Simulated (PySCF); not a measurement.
## Predicted spectroscopic data

- σ from GIAO-PBE0/pcSseg-1
- geometry from GFN2-xTB
- code: PySCF 2.14.0 with density-fitted response routines
- one averaged value for each set of equivalent atoms, one computed conformer, gas phase, no relativistic terms

Scale: TMS for 1H and 13C (reference shieldings calculated alike). Where no couplings were computed, multiplicities follow the n + 1 count of equivalent neighbours, and m marks all less simple cases (inequivalent or close neighbours, rings, F or P nearby). Shifts are as computed. Against solution values, carbons near 30 ppm lie about +3 ppm off and those near 130 ppm about +5 ppm. Of 1211 compounds with measured shifts, 218 miss one by over three times the rms of a fit or turn the order of signals round; such compounds aren't used in these exercises.

**1.** `CC#CCCC(C)(C)C`, C9H16. 1H NMR (500 MHz, computed): δ 2.22 (t, 2H), 1.95 (s, 3H), 1.45 (t, 2H), 0.91 (s, 9H). 13C{1H} NMR (computed): δ 86.6, 81.5, 48.5, 32.1, 30.8, 16.7, 4.9.

**2.** `C=C[C@@H]1CCCC[C@H]1C`, C9H16. 1H NMR (500 MHz, computed): δ 5.88 (m, 1H), 5.36 (m, 1H), 5.24 (m, 1H), 1.81 (m, 1H), 1.79 (m, 1H), 1.75 (m, 1H), 1.73 (m, 1H), 1.33 (m, 1H), 1.27 (m, 1H), 1.26 (m, 1H), 1.13 (m, 1H), 0.94 (m, 3H), 0.90 (m, 1H), 0.90 (m, 1H). 13C{1H} NMR (computed): δ 154.5 (CH), 120.4 (CH2), 56.1 (CH), 40.1 (CH), 38.4 (CH2), 37.9 (CH2), 30.9 (CH2), 30.2 (CH2), 23.9 (CH3).
